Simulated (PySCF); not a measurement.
# Whose spectrum? (bowl and non-alternant core)

All values: TDA CAM-B3LYP/def2-SVP, gas phase, PySCF SCF with an in-house response code, fitting set def2-universal-JFIT up to Ne and JKFIT beyond, grid level 1 (kernel 0), vertical, one conformer each, geometries GFN2-xTB; core orbitals frozen in the response, virtual orbitals above 1.5 Eh left out. The lowest 6 singlets were sought, and the brightest is taken among them. The runs took 0.9 to 2 CPU minutes each on shared server CPUs.

Spin-orbit coupling is left out, which matters for the heavier atoms here.

One system has its HOMO at -7.13 eV, its LUMO at -1.63 eV and these singlet states:

```tsv
state	eV	f
S1	2.63	0.000
S2	3.55	0.338
S3	4.41	0.006
S4	4.77	0.001
S5	4.81	0.102
S6	5.03	0.000
```

(1) Which is it?
A. N#CC1=C2C(=Cc3ccccc32)c2ccccc21 (C17H9N)
B. Ic1cccc2c1C=C1C2=Cc2ccccc21 (C16H9I)
C. C1=C2C(=Cc3ccccc32)c2ccccc21 (C16H10)
D. N#Cc1cccc2c1C1=Cc3cccc(C#N)c3C1=C2 (C18H8N2)
E. Clc1cccc2c1C1=Cc3ccccc3C1=C2 (C16H9Cl)

(2) How do the candidates compare?

## Answers

(1) B.

(2) 
```json
{"system": "C1=C2C(=Cc3ccccc32)c2ccccc21", "HOMO / eV": "-6.92", "LUMO / eV": "-1.43", "S1 / eV": "2.63", "f(S1)": "0.000", "brightest state sought / eV": "5.41"}
{"system": "Clc1cccc2c1C1=Cc3ccccc3C1=C2", "HOMO / eV": "-7.07", "LUMO / eV": "-1.57", "S1 / eV": "2.65", "f(S1)": "0.001", "brightest state sought / eV": "5.34"}
{"system": "Ic1cccc2c1C=C1C2=Cc2ccccc21", "HOMO / eV": "-7.13", "LUMO / eV": "-1.63", "S1 / eV": "2.63", "f(S1)": "0.000", "brightest state sought / eV": "3.55"}
{"system": "N#CC1=C2C(=Cc3ccccc32)c2ccccc21", "HOMO / eV": "-7.34", "LUMO / eV": "-2.16", "S1 / eV": "2.39", "f(S1)": "0.001", "brightest state sought / eV": "5.28"}
{"system": "N#Cc1cccc2c1C1=Cc3cccc(C#N)c3C1=C2", "HOMO / eV": "-7.69", "LUMO / eV": "-2.17", "S1 / eV": "2.67", "f(S1)": "0.000", "brightest state sought / eV": "4.64"}
```
